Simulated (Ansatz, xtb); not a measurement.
Two isomers of C6H6SSi

Structure X is `C#C[Si]1(S)C=CC=C1`, a singlet and structure Y is `C#CC1=CC=C[SiH]1S`, a singlet. Both are isolated molecules in the gas phase, relaxed with PBE-D3(BJ)/def2-SVP; the shapes shown needn't be the lowest conformers.

X (Å):

```yaml
atoms:
  - { symbol: C, position_ang: [-0.6392, 3.2526, -3.3899] }
  - { symbol: C, position_ang: [-0.7943, 2.5492, -2.3935] }
  - { symbol: C, position_ang: [0.4534, 1.5549, 0.2583] }
  - { symbol: C, position_ang: [0.8782, 0.2666, 0.3650] }
  - { symbol: C, position_ang: [0.1278, -0.7614, -0.4052] }
  - { symbol: C, position_ang: [-0.9271, -0.3360, -1.1521] }
  - { symbol: S, position_ang: [-2.9316, 1.9868, 0.0382] }
  - { symbol: Si, position_ang: [-1.0348, 1.5206, -0.8917] }
  - { symbol: H, position_ang: [-0.5054, 3.8685, -4.2700] }
  - { symbol: H, position_ang: [-2.6727, 3.3236, 0.1102] }
  - { symbol: H, position_ang: [0.9320, 2.3924, 0.7847] }
  - { symbol: H, position_ang: [1.7355, -0.0428, 0.9880] }
  - { symbol: H, position_ang: [0.4415, -1.8183, -0.3459] }
  - { symbol: H, position_ang: [-1.5505, -1.0084, -1.7572] }
```

Y (Å):

```xyz
14

C    -1.9538    4.1480   -0.5487
C    -1.5668    2.9873   -0.6752
C    -1.0616    1.6856   -0.8476
C    -1.6680    0.5056   -0.4851
C    -0.9280   -0.7405   -0.7619
C     0.2971   -0.6354   -1.3525
S     2.3519    2.0422   -0.6905
Si    0.6080    1.1956   -1.6345
H    -2.3040    5.1636   -0.4328
H    -2.6603    0.4709   -0.0061
H    -1.3850   -1.7066   -0.4855
H     0.9226   -1.5061   -1.5943
H     0.7312    1.6092   -3.0718
H     2.0251    1.5616    0.5430
```

Quicker runs give these differences E(Y) − E(X): GFN2-xTB −14.6 kcal/mol; HF/STO-3G +7.8 kcal/mol (at GFN2-xTB geometries); r2SCAN-D4/def2-SVP +2.3 kcal/mol (at GFN2-xTB geometries).

Task: Estimate which is lower in electronic energy at CCSD(T)/def2-SVP + ΔMP2/def2-TZVPP, and by roughly how much.

Result: The CCSD(T)/def2-SVP + ΔMP2/def2-TZVPP calculation puts structure X lower, by 8.2 kcal/mol.

Level by level:

| level | geometry | E(Y) − E(X) (kcal/mol) | departure from the last row (kcal/mol) | job, with rough time for the two |
| --- | --- | --- | --- | --- |
| GFN2-xTB | GFN2-xTB | −14.6 | −22.8 | optimisation, 0.39 s |
| HF/STO-3G | GFN2-xTB | +7.8 | −0.4 | single point, 1.8 s |
| r2SCAN-D4/def2-SVP | GFN2-xTB | +2.3 | −5.9 | single point, 8.1 s |
| PBE-D3(BJ)/def2-SVP | PBE-D3(BJ)/def2-SVP | +0.9 | −7.2 | optimisation, 75 s |
| HF/def2-SVP | PBE-D3(BJ)/def2-SVP | +7.0 | −1.2 | part of the CCSD(T) run |
| MP2/def2-SVP | PBE-D3(BJ)/def2-SVP | +4.6 | −3.6 | part of the CCSD(T) run |
| CCSD(T)/def2-SVP | PBE-D3(BJ)/def2-SVP | +5.0 | −3.1 | single point |
| CCSD(T)/def2-SVP + ΔMP2/def2-TZVPP | PBE-D3(BJ)/def2-SVP | +8.2 |  | single point, 2.7 min |

As drawn, Y has 1 C–C, 1 Si–H in place of 1 C–Si, 1 C–H.

GFN2-xTB puts the two in the other order. The largest departure from CCSD(T)/def2-SVP + ΔMP2/def2-TZVPP is that of GFN2-xTB, 22.8 kcal/mol. The last row adds to CCSD(T) the change of the MP2 difference between the two basis sets, here +3.1 kcal/mol, a large step that makes the value less sure.

With thermal terms from frequencies at re-optimised GFN2-xTB minima (ideal gas, soft modes damped towards free rotors, one conformer each, 298.15 K, 1 atm): the zero-point term adds −1.4 kcal/mol; ΔH is +6.7 and ΔG +7.2 kcal/mol.

The correlated steps freeze 16 core orbitals. Programs: Ansatz 0.2.0, xtb 6.7.1; the last row on 2 threads of Intel(R) Xeon(R) Platinum 8259CL CPU @ 2.50GHz (Skylake/Cascade Lake) on a shared host.
